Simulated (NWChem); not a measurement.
Molecule: GeHCl$_{2}$, doublet; SMILES [GeH]([Cl])[Cl]

```xyz
4

Cl    -0.6367     0.0006    -1.7540
Ge     0.6309    -0.0406     0.0000
Cl    -0.6367     0.0006     1.7540
H      1.4591     1.2789     0.0000
```
Atoms are numbered in this order, from 1.

Program: NWChem. Spin-unrestricted. In the optimisation the excess spin sits in a' (Cs, its own frame). The geometry was optimised at PBE0/def2-SVP, spin-unrestricted. No stability test was run on the SCF state.

Order these runs by computing time, cheapest first, and give rough ratios: PBE/def2-SVPD; PBE/def2-TZVPP; PBE/def2-QZVP; PBE/STO-3G.

PBE/STO-3G (1), PBE/def2-SVPD (4), PBE/def2-TZVPP (10), PBE/def2-QZVP (40). Ratios are rough, from one shared machine; the cheapest took around 5 core-seconds (rough). What differs between the cheapest and the dearest: highest occupied level (eV) -3.71 → -5.99; lowest empty minus highest occupied level, either spin (eV) 1.04 → 1.14; dipole (D) 2.20 → 1.65.
